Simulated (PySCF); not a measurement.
**Finite-field polarisability of O (oxygen, neutral)**

[He] 2s2 2p4, high-spin 3P determinant. All numbers are calculated (PySCF 2.14, no relativity, point nucleus, in def2-QZVPPD). Frozen: 1s2. Energy changes in a uniform field (μhartree):

```
axis  F (au)        HF       MP2      CCSD   CCSD(T)
   x  0.0066   -99.098  -105.301  -105.071  -106.228
   x  0.0132  -396.523  -421.387  -420.470  -425.112
   y  0.0062   -99.597  -108.935  -109.724  -111.611
   y  0.0124  -398.879  -436.368  -439.546  -447.138
```

By symmetry the remaining axis equals x.

Question: Derive α along x at CCSD(T) from the two fields.

Answer: With ΔE = −αF²/2 − γF⁴/24, α = −(16 ΔE(F) − ΔE(2F))/(6F²) = 4.877 bohr³.

Question: And the mean polarisability at each level?

Answer: The components xx, yy, zz at CCSD(T) are 4.877, 5.804, 4.877, the third axis being equal by symmetry to one of the two computed. Means: HF 4.760, MP2 5.111, CCSD 5.118, CCSD(T) 5.186 bohr³. Reference: 5.3 ± 0.2 bohr³ (recommended; Schwerdtfeger and Nagle, table of static dipole polarizabilities (2023 update)).
